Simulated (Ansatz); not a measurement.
Geometry optimisation, Ansatz 0.2.0, RKS r2SCAN-D4/STO-3G.

Input file:

```yaml
crystal:
  periodic: [false, false, false]
  atoms:
    - { symbol: C, position_ang: [-0.6272, -1.2022, 0.8207] }
    - { symbol: C, position_ang: [0.0012, 0.1074, 0.2739] }
    - { symbol: "N", position_ang: [1.361, 0.0058, -0.1939] }
    - { symbol: Al, position_ang: [1.635, -0.9859, -1.8224] }
    - { symbol: C, position_ang: [-0.8258, 1.1068, -0.4565] }
    - { symbol: Si, position_ang: [-0.2973, 1.6863, 1.2965] }
    - { symbol: H, position_ang: [-0.0253, -1.606, 1.6127] }
    - { symbol: H, position_ang: [-0.763, -1.8783, -0.0162] }
    - { symbol: H, position_ang: [-1.6753, -0.9141, 1.2711] }
    - { symbol: H, position_ang: [1.9448, -0.4955, 0.5788] }
    - { symbol: H, position_ang: [1.0142, -0.3208, -3.1412] }
    - { symbol: H, position_ang: [1.3382, -2.5655, -1.7415] }
    - { symbol: H, position_ang: [-1.9537, 0.8847, -0.5415] }
    - { symbol: H, position_ang: [-0.3406, 1.6686, -1.2431] }
    - { symbol: H, position_ang: [-1.4871, 1.6833, 2.1669] }
    - { symbol: H, position_ang: [0.6778, 2.8027, 1.18] }
basis:
  gaussian: { orbitals: STO-3G }
hamiltonian:
  xc: r2scan
  dispersion: d4
relax:
  f_tol: 0.02
  max_steps: 40
scf:
  lower_state_search: "off"
```

Run as:

```bash
$ ansatz run input.yaml --threads 1 --pin off --max-ram 2048MiB --backend cpu --events-out ev --progress --plain --runs-dir out
```

Where does it end, and by what steps?

The run converged. Limits of this set-up: minimal basis. After 17 steps the energy has fallen by 2.170 eV; H12 moved furthest, 1.90 Å.

```json
{"step": "0", "energy less start (eV)": "0.0000", "largest force component (eV/Å)": "3.936", "accepted": "yes"}
{"step": "1", "energy less start (eV)": "-1.3320", "largest force component (eV/Å)": "1.219", "accepted": "yes"}
{"step": "2", "energy less start (eV)": "-1.7017", "largest force component (eV/Å)": "0.406", "accepted": "yes"}
{"step": "3", "energy less start (eV)": "-1.7861", "largest force component (eV/Å)": "0.380", "accepted": "yes"}
{"step": "4", "energy less start (eV)": "-1.8537", "largest force component (eV/Å)": "0.476", "accepted": "yes"}
{"step": "5", "energy less start (eV)": "-1.9147", "largest force component (eV/Å)": "0.644", "accepted": "yes"}
{"step": "6", "energy less start (eV)": "-1.9792", "largest force component (eV/Å)": "0.483", "accepted": "yes"}
{"step": "7", "energy less start (eV)": "-2.0394", "largest force component (eV/Å)": "0.403", "accepted": "yes"}
{"step": "8", "energy less start (eV)": "-2.0791", "largest force component (eV/Å)": "0.754", "accepted": "yes"}
{"step": "9", "energy less start (eV)": "-2.1271", "largest force component (eV/Å)": "0.356", "accepted": "yes"}
{"step": "10", "energy less start (eV)": "-2.1513", "largest force component (eV/Å)": "0.354", "accepted": "yes"}
{"step": "11", "energy less start (eV)": "-2.1550", "largest force component (eV/Å)": "0.331", "accepted": "yes"}
{"step": "12", "energy less start (eV)": "-2.1668", "largest force component (eV/Å)": "0.241", "accepted": "yes"}
{"step": "13", "energy less start (eV)": "-2.1643", "largest force component (eV/Å)": "0.384", "accepted": "no"}
{"step": "14", "energy less start (eV)": "-2.1692", "largest force component (eV/Å)": "0.031", "accepted": "yes"}
{"step": "15", "energy less start (eV)": "-2.1695", "largest force component (eV/Å)": "0.023", "accepted": "yes"}
{"step": "16", "energy less start (eV)": "-2.1695", "largest force component (eV/Å)": "0.025", "accepted": "yes"}
{"step": "17", "energy less start (eV)": "-2.1696", "largest force component (eV/Å)": "0.004", "accepted": "yes"}
```

```xyz
16
Properties=species:S:1:pos:R:3
C -0.950 -1.129 0.984
C -0.060 -0.007 0.374
N 1.195 -0.495 -0.221
Al 1.543 -0.862 -1.888
C -0.848 1.061 -0.467
Si -0.191 1.703 1.129
H -0.408 -1.666 1.777
H -1.233 -1.861 0.211
H -1.871 -0.714 1.419
H 1.823 -0.845 0.536
H 0.562 -0.476 -2.951
H 2.873 -1.511 -2.126
H -1.914 0.861 -0.604
H -0.360 1.361 -1.397
H -1.120 1.954 2.205
H 0.935 2.604 1.064
```

The run took 99 s on 1 thread of Arm Neoverse V1, with other jobs on the host, peak memory 0.15 GiB.
